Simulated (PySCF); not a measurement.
PySCF input file for Be₂O, SMILES [Be][O][Be] (connectivity only; charge and spin as stated), neutral, multiplicity 1, TDA-B3LYP/def2-TZVPD. Geometry optimised at B3LYP-D3(BJ)/def2-TZVPD. The geometry has at least one imaginary mode, so it is a saddle point at that level.

```python
import numpy as np
from pyscf import gto, scf, dft, tdscf

mol = gto.M(
    atom='''
    Be    0.00000000    0.00000000   -1.40491684
    O     0.00000000    0.00000000    0.00000000
    Be    0.00000000    0.00000000    1.40491684
    ''',
    basis='def2-TZVPD',
    charge=0,
    spin=0,
    symmetry=True,
    symmetry_subgroup='D2h',
    max_memory=1600,
    verbose=4,
)
mf = dft.RKS(mol, xc='b3lyp').density_fit(auxbasis='def2-universal-jkfit')
mf.grids.level = 3
mf.conv_tol = 1e-9
mf.max_cycle = 100
mf.kernel()
mf.grids = dft.Grids(mol).set(level=1).build(with_non0tab=True)  # coarser grid for the response kernel
td = tdscf.TDA(mf)
td.singlet = True
td.nstates = 10
td.conv_tol = 1e-4
td.positive_eig_threshold = 1e-6
td.kernel(x0=td.get_init_guess(mf, 15))
td.analyze()
tt = tdscf.TDA(mf)
tt.singlet = False
tt.nstates = 4
tt.conv_tol = 1e-4
tt.positive_eig_threshold = 1e-6
tt.kernel(x0=tt.get_init_guess(mf, 9))
tt.analyze(verbose=3)
```

It prints:

```
PySCF version 2.14.0

[INPUT] verbose = 4
[INPUT] num. atoms = 3
[INPUT] num. electrons = 16
[INPUT] charge = 0
[INPUT] spin (= nelec alpha-beta = 2S) = 0
[INPUT] symmetry True subgroup D2h
[INPUT] Mole.unit = angstrom
[INPUT] Symbol           X                Y                Z      unit          X                Y                Z       unit  Magmom
[INPUT]  1 Be     0.000000000000   0.000000000000  -1.404916840000 AA    0.000000000000   0.000000000000  -2.654908055389 Bohr   0.0
[INPUT]  2 O      0.000000000000   0.000000000000   0.000000000000 AA    0.000000000000   0.000000000000   0.000000000000 Bohr   0.0
[INPUT]  3 Be     0.000000000000   0.000000000000   1.404916840000 AA    0.000000000000   0.000000000000   2.654908055389 Bohr   0.0

nuclear repulsion = 27.1195832389909
point group symmetry = Dooh, use subgroup D2h
symmetry origin: [0. 0. 0.]
symmetry axis x: [1. 0. 0.]
symmetry axis y: [0. 1. 0.]
symmetry axis z: [0. 0. 1.]
num. orbitals of irrep Ag = 23
num. orbitals of irrep B1g = 4
num. orbitals of irrep B2g = 8
num. orbitals of irrep B3g = 8
num. orbitals of irrep Au = 2
num. orbitals of irrep B1u = 17
num. orbitals of irrep B2u = 11
num. orbitals of irrep B3u = 11
number of shells = 34
number of NR pGTOs = 117
number of NR cGTOs = 84
basis = def2-TZVPD
ecp = {}


[settings echo left out]
init E= -104.960976583268
HOMO (Ag) = -0.190988157606711  LUMO (B1u) = -0.163954942614799  gap/eV = 0.73561
cycle= 1 E= -104.535265288523  delta_E= 0.426  |g|= 1.04  |ddm|= 2.36
HOMO (B2u) = -0.131360909811593  LUMO (B1u) = -0.116239911387511  gap/eV = 0.41146
cycle= 2 E= -103.002749330525  delta_E= 1.53  |g|= 2.69  |ddm|= 2.15
HOMO (Ag) = -0.187661744811258  LUMO (B1u) = -0.148381316979733  gap/eV = 1.06887
cycle= 3 E= -104.74119044744  delta_E= -1.74  |g|= 0.105  |ddm|=  1.6
HOMO (Ag) = -0.180009854633866  LUMO (B1u) = -0.14154241829071  gap/eV = 1.04675
cycle= 4 E= -104.744531713245  delta_E= -0.00334  |g|= 0.0155  |ddm|= 0.202
HOMO (Ag) = -0.180936724379272  LUMO (B1u) = -0.142514781926042  gap/eV = 1.04551
cycle= 5 E= -104.744594702551  delta_E= -6.3e-05  |g|= 0.000888  |ddm|= 0.0227
HOMO (Ag) = -0.181080797056499  LUMO (B1u) = -0.142702142776073  gap/eV = 1.04434
cycle= 6 E= -104.744595125306  delta_E= -4.23e-07  |g|= 5.94e-05  |ddm|= 0.00323
HOMO (Ag) = -0.181071087817909  LUMO (B1u) = -0.142697998004818  gap/eV = 1.04418
cycle= 7 E= -104.744595128904  delta_E= -3.6e-09  |g|= 1.47e-05  |ddm|= 0.000372
HOMO (Ag) = -0.181072939440476  LUMO (B1u) = -0.142699997053125  gap/eV = 1.04418
cycle= 8 E= -104.744595128955  delta_E= -5.06e-11  |g|= 2.34e-06  |ddm|= 3.48e-05
HOMO (Ag) = -0.181072570987038  LUMO (B1u) = -0.142699598121435  gap/eV = 1.04418
Extra cycle  E= -104.744595128951  delta_E= 3.41e-12  |g|= 5.05e-06  |ddm|= 5.68e-06
converged SCF energy = -104.744595128951
tot grids = 15352
Overwritten attributes  positive_eig_threshold  of <class 'pyscf.tdscf.rks.TDA'>


******** <class 'pyscf.tdscf.rks.TDA'> for <class 'pyscf.df.df_jk.DFSymAdaptedRKS'> ********
nstates = 10 singlet
deg_eia_thresh = 1.000e-03
wfnsym = None
conv_tol = 0.0001
eigh lindep = 1e-12
eigh level_shift = 0
eigh max_cycle = 100


Excitation energies (eV)
[3.58788541 3.76211628 3.76211628 4.12847495 4.12847495 4.71425125
 4.71425125 4.89293628 5.11701745 5.32203464]

** Singlet excitation energies and oscillator strengths **
Excited State   1:  B1u      3.58789 eV    345.56 nm  f=1.7374
       6 -> 11        0.13292
       7 -> 10        0.13292
       8 -> 9         0.62900
       8 -> 15       -0.20761
       8 -> 21        0.11011
Excited State   2:  B3g      3.76212 eV    329.56 nm  f=0.0000
       8 -> 11       -0.70059
Excited State   3:  B2g      3.76212 eV    329.56 nm  f=0.0000
       8 -> 10       -0.70059
Excited State   4:  B3u      4.12847 eV    300.31 nm  f=0.4556
       8 -> 13       -0.70357
Excited State   5:  B2u      4.12847 eV    300.31 nm  f=0.4556
       8 -> 12       -0.70357
Excited State   6:  B3g      4.71425 eV    263.00 nm  f=0.0000
       6 -> 9         0.69997
Excited State   7:  B2g      4.71425 eV    263.00 nm  f=0.0000
       7 -> 9         0.69997
Excited State   8:   Ag      4.89294 eV    253.39 nm  f=0.0000
       8 -> 14       -0.69096
       8 -> 16        0.14232
Excited State   9:  B1u      5.11702 eV    242.30 nm  f=0.0003
       8 -> 9         0.15533
       8 -> 15        0.66888
Excited State  10:   Ag      5.32203 eV    232.96 nm  f=0.0000
       8 -> 14        0.14195
       8 -> 16        0.69159

** Transition electric dipole moments (AU) **
state          X           Y           Z        Dip. S.      Osc.
  1         0.0000      0.0000     -4.4458     19.7655      1.7374
  2        -0.0000      0.0000     -0.0000      0.0000      0.0000
  3         0.0000     -0.0000      0.0000      0.0000      0.0000
  4        -2.1223      0.0000     -0.0000      4.5042      0.4556
  5         0.0000     -2.1223      0.0000      4.5042      0.4556
  6        -0.0000     -0.0000     -0.0000      0.0000      0.0000
  7         0.0000      0.0000     -0.0000      0.0000      0.0000
  8         0.0000     -0.0000     -0.0000      0.0000      0.0000
  9         0.0000      0.0000      0.0451      0.0020      0.0003
 10         0.0000      0.0000      0.0000      0.0000      0.0000

** Transition velocity dipole moments (imaginary part, AU) **
state          X           Y           Z        Dip. S.      Osc.
  1         0.0000      0.0000      0.1647      0.0271      0.1372
  2        -0.0000     -0.0000     -0.0000      0.0000      0.0000
  3         0.0000     -0.0000      0.0000      0.0000      0.0000
  4        -0.2174      0.0000     -0.0000      0.0473      0.2077
  5         0.0000     -0.2174     -0.0000      0.0473      0.2077
  6         0.0000     -0.0000      0.0000      0.0000      0.0000
  7        -0.0000      0.0000     -0.0000      0.0000      0.0000
  8         0.0000     -0.0000     -0.0000      0.0000      0.0000
  9         0.0000      0.0000      0.3152      0.0993      0.3521
 10         0.0000      0.0000      0.0000      0.0000      0.0000

** Transition magnetic dipole moments (imaginary part, AU) **
state          X           Y           Z
  1        -0.0000      0.0000      0.0000
  2        -1.1577      0.0000      0.0000
  3        -0.0000      1.1577      0.0000
  4         0.0000     -0.0000      0.0000
  5        -0.0000     -0.0000     -0.0000
  6         0.0778      0.0000      0.0000
  7        -0.0000     -0.0778      0.0000
  8         0.0000      0.0000      0.0000
  9         0.0000      0.0000      0.0000
 10        -0.0000     -0.0000      0.0000


******** <class 'pyscf.tdscf.rks.TDA'> for <class 'pyscf.df.df_jk.DFSymAdaptedRKS'> ********
nstates = 4 triplet
deg_eia_thresh = 1.000e-03
wfnsym = None
conv_tol = 0.0001
eigh lindep = 1e-12
eigh level_shift = 0
eigh max_cycle = 100


Excitation energies (eV)
[2.70267146 2.70267146 3.41492762 3.41492762]

** Triplet excitation energies and oscillator strengths **
Excited State   1:  B3g      2.70267 eV    458.75 nm  f=0.0000
Excited State   2:  B2g      2.70267 eV    458.75 nm  f=0.0000
Excited State   3:  B3u      3.41493 eV    363.07 nm  f=0.0000
Excited State   4:  B2u      3.41493 eV    363.07 nm  f=0.0000
```

Self-consistency was reached.

Cost: around 10 core-seconds (rough).
